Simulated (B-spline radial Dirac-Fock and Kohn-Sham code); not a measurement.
Z = 38 (strontium), transition energy 789 keV. Model: a Dirac-Hartree-Slater potential of the neutral atom with a Latter tail (no hole, which puts coefficients of high multipoles low close above an edge), finite nucleus with surface currents. Program: an atomic code on a B-spline grid. Subshells that would emit electrons below 1 keV are left out.

**Question.** A pure transition shows α(K) = 0.00498, L1/L2 = 22.2 and L1/L3 = 49.7. What is its multipolarity?
A. M2
B. E2
C. M3
D. E3
E. E1
F. E4
G. M4
H. M1

**Answer.** C. For comparison, α(K), L1/L2, L1/L3 are E1 0.000357, 76.5, 41.7; E2 0.000915, 29.7, 32.9; E3 0.00210, 13.1, 23.2; E4 0.00462, 7.08, 16.0; M1 0.000831, 56.5, 112; M2 0.00215, 33.6, 102; M4 0.0112, 15.8, 24.5.

Values without a named source are computed, but for edge energies of neutral atoms, which are taken from tables.
